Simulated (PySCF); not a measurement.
# Zinc: a sound run and one with changed settings

Sound run: Zn [Ar] 3d10 4s2, Zn⁺ [Ar] 3d10 4s1. Calculation: PySCF 2.14, in Sapporo-DKH3-DZP-2012; the spin-free X2C one-electron Hamiltonian (Gaussian nucleus). In the sound run the correlated levels freeze [Ar]. The sound run starts from symmetry-adapted Hartree-Fock orbitals and uses a fine grid where one is needed.

Changed run: a valence shell is frozen. This setting is unsound on purpose.

| species | method | sound run (hartree) | changed run (hartree) | converged |
| --- | --- | --- | --- | --- |
| Zn | MP2 | -1794.67431 | -1794.24520 | yes |
| Zn | CCSD(T) | -1794.64770 | -1794.25604 | yes |

Ionisation energy of Zn:

| method | sound run (eV) | changed run (eV) |
| --- | --- | --- |
| UHF | 7.831 | 7.831 |
| MP2 | 8.883 | 8.366 |
| SCS-MP2 | 8.908 | 8.473 |
| CCSD | 9.016 | 8.661 |
| CCSD(T) | 9.092 | 8.661 |
| CCSDT | n/a | 8.661 |
| FCI | n/a | 8.661 |

Freezing a valence shell removes pair correlation that changes on ionisation.

For comparison, NIST gives 9.394 eV between the lowest levels.
